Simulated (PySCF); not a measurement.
ReO2Br3, SMILES [O]=[Re](=[O])([Br])([Br])[Br], multiplicity 1. The structure is a stationary point at PBE-D3(BJ)/def2-SVP. The spin state was assumed, not searched. The def2 effective core potentials stand for the cores of Re; spin–orbit coupling is left out.

Computed equilibrium geometry at PBE-D3(BJ)/def2-SVP (PySCF confirms it by a frequency run) as Cartesian coordinates in Å, and its point group:
point group C2v.
```xyz
6

Re     0.0000     0.0000     0.4701
O      0.0000     1.4094     1.4342
O      0.0000    -1.4094     1.4342
Br     0.0000     0.0000    -2.0338
Br     2.4688     0.0000     0.1854
Br    -2.4688     0.0000     0.1854
```
